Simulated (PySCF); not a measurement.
## Working out the ionisation energy of Ca³⁺

Ca³⁺ [Ne] 3s2 3p5 (2P) → Ca⁴⁺ [Ne] 3s2 3p4 (3P). Computed with PySCF 2.14 in an uncontracted even-tempered set (21 s from 0.054 bohr⁻², ratio 2.5; 14 p from 0.071 bohr⁻², ratio 2.5; 5 d from 1.5 bohr⁻², ratio 2.7; 5 f from 2.3 bohr⁻², ratio 2.7), with the spin-free X2C one-electron Hamiltonian (Gaussian nucleus). Frozen: 1s2; the 23 highest virtual orbitals dropped. Energies in hartree (1 hartree = 27.21139 eV):

| part | Ca³⁺ (lower) | Ca⁴⁺ (upper) |
| --- | --- | --- |
| UHF | -677.200336 | -674.784515 |
| MP2 opposite-spin | -0.374957 | -0.351786 |
| MP2 same-spin | -0.135047 | -0.127228 |

Task: What does Hartree-Fock give?

Result: (-674.784515) − (-677.200336) = 2.415821 hartree = 65.738 eV.

Task: What do MP2 and SCS-MP2 (6/5 opposite-spin, 1/3 same-spin) give?

Result: The opposite-spin parts differ by 0.631 eV and the same-spin parts by 0.213 eV. MP2: 65.738 + (0.631) + (0.213) = 66.582 eV. SCS-MP2: 65.738 + 1.2 × (0.631) + (0.213)/3 = 66.566 eV.

A first-order spin-orbit estimate adds -0.010 eV to MP2 (outer shells), giving 66.572 eV against 67.273 eV (semi-empirical (NIST evaluation); NIST Atomic Spectra Database, ionization energies).

What remains against the reference includes basis incompleteness, the frozen core and correlation beyond second order.
